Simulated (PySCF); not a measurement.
The free ion Fe6+ in its d2 configuration.

Method (PySCF 2.14, density fitting): CASSCF(2,5) with orbitals averaged over all microstates of the shell, strongly contracted NEVPT2 on the averaged canonical orbitals; basis x2c-TZVPall; spin-free X2C; gas phase; spin-orbit coupling by state interaction with the mean-field operator over all roots.

CASSCF energies above the lowest CASSCF root:

```csv
state,CASSCF / cm⁻¹
3F,0
1D,19969
3P,23715
1G,31036
1S,77006
```

Q: How does dynamic correlation (SC-NEVPT2) move these states?

A: 
| state | NEVPT2 / cm⁻¹ | shift / cm⁻¹ |
| --- | --- | --- |
| 3F | 0 | 0 |
| 1D | 17589 | -2380 |
| 3P | 20439 | -3276 |
| 1G | 29201 | -1835 |
| 1S | 70340 | -6666 |

In the ligand-field fit B goes from 1581 to 1365 cm⁻¹, C goes from 6032 to 5913 cm⁻¹.
